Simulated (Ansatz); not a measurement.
Mo₃P₃, relaxed as a quartet with UKS PBE0-D4/def2-SVP in Ansatz, starting from the PBE0-D4/def2-SVP geometry of the neutral doublet. Force threshold 0.02 eV/Å.

In the def2 sets Mo takes a core potential; there is no spin–orbit coupling. The charge 0 quartet is spin-contaminated (final ⟨S²⟩ up to 3.89, 3.75 for a pure state). At PBE0-D4/def2-SVP a doublet of charge 0 lies 0.17 eV below the quartet, each at its own geometry. The structure comes from a short search, and lower isomers may exist.

Start:

```csv
atom,x (Å),y (Å),z (Å)
Mo1,0.6393,-0.4452,1.3171
Mo2,1.3805,-0.0845,-0.6563
Mo3,-0.8885,0.9141,-0.1640
P4,1.1851,1.8417,0.7799
P5,-1.5411,-1.3012,0.3812
P6,-0.7754,-0.9249,-1.6579
```

| step | energy (eV) | largest force component (eV/Å) | SCF passes |
| --- | --- | --- | --- |
| 1 | -33413.0811 | 3.853 | 120 |
| 2 | -33413.6455 | 0.535 | 63 |
| 3 | -33413.6645 | 0.252 | 52 |
| 4 | -33413.6685 | 0.098 | 53 |
| 5 | -33413.6766 | 0.178 | 47 |
| 6 (rejected) | -33413.6281 | 0.786 | 60 |
| 7 | -33413.6878 | 0.191 | 54 |
| 8 | -33413.6956 | 0.251 | 55 |
| 9 (rejected) | -33413.6259 | 0.608 | 63 |
| 10 | -33413.6974 | 0.186 | 48 |
| 11 (rejected) | -33413.6775 | 0.378 | 53 |
| 12 | -33413.7007 | 0.021 | 47 |
| 13 | -33413.7008 | 0.017 | 52 |

Force components are those of the run's own axes.

End:

Cartesian coordinates in Å:
```
Mo 0.756 -0.536 1.299
Mo 1.364 -0.154 -0.685
Mo -0.922 1.079 -0.333
P 1.019 1.763 0.900
P -1.424 -1.190 0.443
P -0.793 -0.962 -1.624
```

By distances, no bond broke or formed. The bond that changes most is Mo2–P5, from 3.33 to 3.18 Å (atoms count from 1).

No frequencies were taken in this run, so the end may be a saddle point.

Run time 2.5 min (4 threads of AMD EPYC 7R43 on a shared host), peak host memory 0.76 GiB.
